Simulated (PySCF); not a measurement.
# Basis-set dependence of population analyses: `C[Si](C)(C)[Si](C)(C)Cl`

Species: C5H15ClSi2.
Bonds: C1–Si2, Si2–C3, Si2–C4, Si2–Si5, Si5–C6, Si5–C7, Si5–Cl8. Hydrogens: H9, H10, H11 on C1; H12, H13, H14 on C3; H15, H16, H17 on C4; H18, H19, H20 on C6; H21, H22, H23 on C7.

PBE0 throughout (PySCF), one geometry, spherical d and f functions. Geometry: PBE0-D3(BJ)/def2-SVP; no solvent, vibrations or thermal averaging. Atoms taken as equivalent share a column and are averaged.

Mulliken charges (e):

```
        basis  functions  C1/C3/C4     Si2     Si5   C6/C7     Cl8  H9 (×9)  H18 (×6)
       STO-3G         67    -0.397  +0.609  +0.628  -0.396  -0.391   +0.073    +0.080
     pcSseg-0        114    -1.154  +1.202  +1.050  -1.155  -0.379   +0.256    +0.265
        6-31G        114    -0.810  +0.810  +0.656  -0.810  -0.329   +0.190    +0.200
       6-31G*        154    -0.759  +0.607  +0.545  -0.755  -0.317   +0.194    +0.202
      cc-pVDZ        199    -0.245  +0.210  +0.306  -0.244  -0.289   +0.064    +0.070
     def2-SVP        199    -0.311  +0.315  +0.446  -0.316  -0.311   +0.072    +0.078
     pcSseg-1        232    -0.609  +0.576  +0.660  -0.610  -0.374   +0.143    +0.150
6-311+G(2d,p)        330    -0.849  +1.075  +0.851  -0.793  -0.328   +0.168    +0.170
```

IAO charges (e):

```csv
basis,functions,C1/C3/C4,Si2,Si5,C6/C7,Cl8,H9 (×9),H18 (×6)
STO-3G,67,-0.627,+0.758,+0.700,-0.629,-0.325,+0.131,+0.137
pcSseg-0,114,-0.700,+0.727,+0.704,-0.707,-0.331,+0.159,+0.165
6-31G,114,-0.699,+0.727,+0.708,-0.704,-0.348,+0.159,+0.165
6-31G*,154,-0.699,+0.792,+0.791,-0.706,-0.365,+0.150,+0.156
cc-pVDZ,199,-0.698,+0.794,+0.795,-0.705,-0.361,+0.150,+0.155
def2-SVP,199,-0.692,+0.796,+0.798,-0.699,-0.354,+0.147,+0.152
pcSseg-1,232,-0.705,+0.808,+0.806,-0.712,-0.364,+0.150,+0.156
"6-311+G(2d,p)",330,-0.722,+0.820,+0.817,-0.728,-0.367,+0.155,+0.160
```

Some averages cover members that differ in this geometry, most widely: C1/C3/C4, Mulliken in 6-311+G(2d,p) -0.860 to -0.833 e.

Which scheme is steadiest as the basis changes?

Largest range over the bases for any column: IAO 0.12 e, Mulliken 0.99 e. IAO charges move least and Mulliken charges most, counted in e. Without the minimal STO-3G basis the ranges are IAO 0.11, Mulliken 0.99 e.

How much do the charges still move between the two largest bases, pcSseg-1 and 6-311+G(2d,p)?

At most, over all atoms: Mulliken 0.500 e, IAO 0.017 e.

What do the same runs give for the total energy, the frontier levels and the dipole moment?

| basis | energy (Eh) | HOMO (eV) | LUMO (eV) | μ (D) |
| --- | --- | --- | --- | --- |
| STO-3G | -1224.2574 | -5.32 | 4.71 | 3.35 |
| pcSseg-0 | -1236.5788 | -7.53 | 0.31 | 3.00 |
| 6-31G | -1238.0494 | -7.18 | 0.63 | 3.31 |
| 6-31G* | -1238.1597 | -6.99 | 0.66 | 2.73 |
| cc-pVDZ | -1238.2242 | -7.01 | 0.65 | 2.46 |
| def2-SVP | -1237.7545 | -7.04 | 0.64 | 2.27 |
| pcSseg-1 | -1238.1574 | -7.22 | 0.39 | 2.57 |
| 6-311+G(2d,p) | -1238.3139 | -7.14 | -0.21 | 2.40 |

The dipole is fixed by the density alone, so its range of 1.08 D shows that the density itself changes with the basis, not only its division among atoms.
